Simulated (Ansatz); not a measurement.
Abridged output of a molecular run in Ansatz:

```
Functional definition: HF
1626 factors; integrals over basis functions are off by at most 6.7e-4 eV
mean field evaluation 1: about -44511.9830 eV, gradient 3.9e1 eV
mean field evaluation 2: about -44512.3555 eV, gradient 3.9e1 eV
mean field evaluation 4: about -44515.5258 eV, gradient 3.0e0 eV
mean field evaluation 8: about -44515.5876 eV, gradient 3.0e-1 eV
mean field -44515.58811975 eV, -1635.9176896514 hartree, gradient 8.5e-6 eV, S^2 0.000000; 0 other end points of the search recorded, 0 dependent functions left out
22 core orbitals not correlated: weight in the atoms' cores, before any rotation towards them, 1.000 or more for the frozen orbitals, at most 0.000 for the correlated occupied ones
reference -44515.58811975 eV, -1635.9176896514 hartree; 19, 19 occupied and 231, 231 virtual orbitals, 1626 factors
second order -29.80960083 eV of doubles, -0.00000000 eV of singles
cycle   1  -30.38082429 eV  change   -5.7e-1 eV  update   1.1e-1
cycle   2  -31.03688331 eV  change   -6.6e-1 eV  update   3.3e-2
cycle   3  -31.18473905 eV  change   -1.5e-1 eV  update   1.7e-2
cycle   4  -31.16834720 eV  change    1.6e-2 eV  update   3.5e-3
cycle   5  -31.16494555 eV  change    3.4e-3 eV  update   1.5e-3
cycle   6  -31.16564049 eV  change   -6.9e-4 eV  update   4.3e-4
cycle   7  -31.16535808 eV  change    2.8e-4 eV  update   1.4e-4
cycle   8  -31.16528259 eV  change    7.5e-5 eV  update   4.1e-5
cycle   9  -31.16530216 eV  change   -2.0e-5 eV  update   1.7e-5
perturbative correction -1.14783867 eV, -0.0421822932 hartree
Total energy: -44547.90126058 eV, -1637.1051756743 hartree
```

Its atoms:

Cartesian coordinates in Å:
```
F -1.238 -0.007 1.588
Si -1.115 -1.103 0.451
F -0.044 -2.148 0.972
S -0.506 -0.232 -1.367
Si 1.098 0.976 -0.626
Cl 0.454 2.850 -0.126
H -2.403 -1.787 0.271
H 2.062 1.099 -1.737
H 1.692 0.351 0.574
```

Task: Which basis set was used?
A. def2-SVPD
B. def2-TZVPPD
C. def2-TZVPP
D. cc-pV(D+d)Z

Result: C. It gives 272 functions.

Task: Write the keys of the input that set method, charge and spin (a neutral closed shell needs none for the last two).

Result: 
```yaml
correlation: {method: ccsd_t}
```
